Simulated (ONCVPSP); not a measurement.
## PBE ONCV dataset for potassium, scalar-relativistic all-electron reference.

Input for ONCVPSP 4.0.1:

```
# ATOM AND REFERENCE CONFIGURATION
# atsym  z   nc   nv     iexc    psfile
  K 19.00    5    1        4      upf
#
#   n    l    f
    1    0    2.00
    2    0    2.00
    2    1    6.00
    3    0    2.00
    3    1    6.00
    4    0    1.00
#
# PSEUDOPOTENTIAL AND OPTIMIZATION
# lmax
    2
#
#   l,   rc,      ep,       ncon, nbas, qcut
    0    4.00    0.00    3    7    2.00
    1    3.25    0.07    3    8    2.70
    2    3.80    0.09    5   10    2.50
#
# LOCAL POTENTIAL
# lloc, lpopt,  rc(5),   dvloc0
    4    4    2.15    0.00
#
# VANDERBILT-KLEINMAN-BYLANDER PROJECTORs
# l, nproj, debl
    0    2    0.90
    1    3    2.90
    2    1    0.90
#
# MODEL CORE CHARGE
# icmod, fcfact, rcfact
    3    4.75    1.50
#
# LOG DERIVATIVE ANALYSIS
# epsh1, epsh2, depsh
   -2.00    5.00    0.02
#
# OUTPUT GRID
# rlmax, drl
    6.00    0.01
#
# TEST CONFIGURATIONS
# ncnf
    2
# nvcnf
#   n    l    f
    1
    4    0    0.50
#
    2
    4    0    0.00
    4    1    1.00
#
```

Command:

```bash
oncvpsp.x < K.dat > K.out
```

Resulting log (shortened: citation, most of the input echo, consistency checks and plot data are left out):

```
ONCVPSP  (Optimized Norm-Conservinng Vanderbilt PSeudopotential)
scalar-relativistic version 4.0.1

#   n    l    f        energy (Ha)
    1    0    2.00    -1.2944038E+02
    2    0    2.00    -1.2987412E+01
    2    1    6.00    -1.0294176E+01
    3    0    2.00    -1.2988362E+00
    3    1    6.00    -6.9138552E-01
    4    0    1.00    -8.5222953E-02

Reference configufation results
  iterations    25
  all-electron total energy (Ha)   -6.02086749D+02

Begin loop to  construct optimized pseudo wave functions
and semi-local pseudopoentials for all angular momenta

   Wellstate for l =  0  n =  6
     eigenvalue =   0.8148
     asymptotic potential =   1.3148
     half-point radius =  7.3661

Calculating optimized projector #   1

 for l=   0

    Fraction of norm inside rc  0.335484
    Optimizing pswf for qcut=   1.99 a_B^-1,  ecut=   1.99 Ha
    Residual kinetic energy error=  1.63D-05 Ha

    Energy error per electron        Cutoff
         Ha          eV             Ha
         0.01000     0.27211        0.26
         0.00100     0.02721        1.05
         0.00010     0.00272        1.55
         0.00001     0.00027        2.80

Calculating optimized projector #   2

 for l=   0

    Fraction of norm inside rc  0.229292
    Optimizing pswf for qcut=   1.99 a_B^-1,  ecut=   1.99 Ha
    Residual kinetic energy error=  3.87D-03 Ha

    Energy error per electron        Cutoff
         Ha          eV             Ha
         0.01000     0.27211        1.73
         0.00100     0.02721        2.65
         0.00010     0.00272        6.82
         0.00001     0.00027       11.64

   Wellstate for l =  1  n =  4
     eigenvalue =   0.0700
     asymptotic potential =   0.5700
     half-point radius =  6.7208

   Wellstate for l =  1  n =  7
     eigenvalue =   2.9700
     asymptotic potential =   3.4700
     half-point radius =  5.3082

   Wellstate for l =  1  n =  9
     eigenvalue =   5.8700
     asymptotic potential =   6.3700
     half-point radius =  5.3281

Calculating optimized projector #   1

 for l=   1

    Fraction of norm inside rc  0.193474
    Optimizing pswf for qcut=   2.70 a_B^-1,  ecut=   3.66 Ha
    Residual kinetic energy error=  7.51D-05 Ha

    Energy error per electron        Cutoff
         Ha          eV             Ha
         0.01000     0.27211        0.40
         0.00100     0.02721        1.29
         0.00010     0.00272        3.52
         0.00001     0.00027       22.90

Calculating optimized projector #   2

 for l=   1

    Fraction of norm inside rc  0.226487
    Optimizing pswf for qcut=   2.70 a_B^-1,  ecut=   3.66 Ha
    Residual kinetic energy error=  8.26D-02 Ha

    Energy error per electron        Cutoff
         Ha          eV             Ha
         0.01000     0.27211        7.85
         0.00100     0.02721       25.30
         0.00010     0.00272       38.35
         0.00001     0.00027       75.16

Calculating optimized projector #   3

 for l=   1

    Fraction of norm inside rc  0.154121
    Optimizing pswf for qcut=   2.70 a_B^-1,  ecut=   3.66 Ha
    Residual kinetic energy error=  1.19D+00 Ha

    Energy error per electron        Cutoff
         Ha          eV             Ha
         0.01000     0.27211       11.11
         0.00100     0.02721       17.43
         0.00010     0.00272       30.03
         0.00001     0.00027       64.74

   Wellstate for l =  2  n =  4
     eigenvalue =   0.0900
     asymptotic potential =   0.5900
     half-point radius = 19.1402

Calculating optimized projector #   1

 for l=   2

    Fraction of norm inside rc  0.358212
    Optimizing pswf for qcut=   2.50 a_B^-1,  ecut=   3.13 Ha
    Residual kinetic energy error=  8.94D-03 Ha

    Energy error per electron        Cutoff
         Ha          eV             Ha
         0.01000     0.27211        3.06
         0.00100     0.02721       16.36
         0.00010     0.00272       25.37
         0.00001     0.00027       28.27

Construct Vanderbilt / Kleinmman-Bylander projectors

B matrix Hermiticity error, ll=   0
   1   2   -1.3236E-05

  Orthonormal projector coefficients  1.8653E+00  2.2541E-01

B matrix Hermiticity error, ll=   1
   1   2    3.3883E-05
   1   3    6.7152E-05
   2   3   -9.2780E-05

  Orthonormal projector coefficients  3.1235E+00  2.2333E+00  4.2655E-01

Model core correction analysis
  based on d2Exc/dn_idn_j

d2excae - all-electron derivatives

   -3.551127D-02

d2excps - pseudofunction derivatives with no core correction

   -4.338910D-02

rms 2nd derivative error    7.877836E-03

rmatch, rhocmatch    3.1950    0.0187

Teter function model core charge with specified parameters

d2excps - pseudofunction derivatives with core correction

   -3.411536D-02

rms 2nd derivative error    1.395908E-03

Pseudoatom total energy   -0.159145

Diagnostic tests using Vanderbilt-Kleinman-Bylander pseudopotentials
  1 or more projectors used as specified by nproj input data

   l    rcore       rmatch      e in        delta e   norm test  slope test

   0   4.0104023   4.1321668  -0.0852230   0.0000044   1.0000241   0.9959037
   0   4.0104023   4.1321668   0.8147770   0.0000206   1.0000390   1.0000390

   1   3.2528094   3.3515717   0.0700000  -0.0001222   1.0000104   1.0000104
   1   3.2528094   3.3515717   2.9700000   0.0003770   1.0001970   1.0001970
   1   3.2528094   3.3515717   5.8700000  -0.0003547   1.0000401   1.0000401

   2   3.8001970   3.9155792   0.0900000   0.0000000   1.0000006   1.0000006

 Testing for bound ghosts
   n   l    E NL Schr. Eq   E Basis Diag.   E Cutoff

   1   0       -0.085219       -0.083988     11.59

   2   1       -0.029699       -0.007317     37.04

 Testing for highly-localized positive-energy ghosts
       l    <radius>/rc     E Basis Diag.   E Cutoff

       0        0.314201        1.011086     11.59  WARNING - GHOST(+)

       1        0.796659        6.231909     37.04  WARNING - GHOST(+)

Test configuration 0

   n   l     f        eae           eps        diff
   1   0  2.0000 -129.44038251
   2   0  2.0000  -12.98741239
   2   1  6.0000  -10.29417630
   3   0  2.0000   -1.29883616
   3   1  6.0000   -0.69138552
   4   0  1.0000   -0.08522295   -0.08521857    4.39D-06

    Total energies and differences
      AE_ref= -6.02086749D+02  AE_tst= -6.02086749D+02  dif=  0.00D+00
      PS_ref= -1.59144970D-01  PS_tst= -1.59144970D-01  dif= -6.11D-16
      PSP excitation error=  6.11D-16

Test configuration 1

   n   l     f        eae           eps        diff
   1   0  2.0000 -129.54504890
   2   0  2.0000  -13.09187533
   2   1  6.0000  -10.39864742
   3   0  2.0000   -1.40249466
   3   1  6.0000   -0.79458991
   4   0  0.5000   -0.15740455   -0.15865082   -1.25D-03

    Total energies and differences
      AE_ref= -6.02086749D+02  AE_tst= -6.02026429D+02  dif=  6.03D-02
      PS_ref= -1.59144970D-01  PS_tst= -9.84919859D-02  dif=  6.07D-02
      PSP excitation error= -3.32D-04

Test configuration 2

   n   l     f        eae           eps        diff
   1   0  2.0000 -129.49531323
   2   0  2.0000  -13.04238593
   2   1  6.0000  -10.34909875
   3   0  2.0000   -1.35323671
   3   1  6.0000   -0.74498413
   4   1  1.0000   -0.05098105   -0.05102705   -4.60D-05

    Total energies and differences
      AE_ref= -6.02086749D+02  AE_tst= -6.02029693D+02  dif=  5.71D-02
      PS_ref= -1.59144970D-01  PS_tst= -1.01971398D-01  dif=  5.72D-02
      PSP excitation error= -1.17D-04
```

The run took about 4.3 s on one core of a shared server CPU.
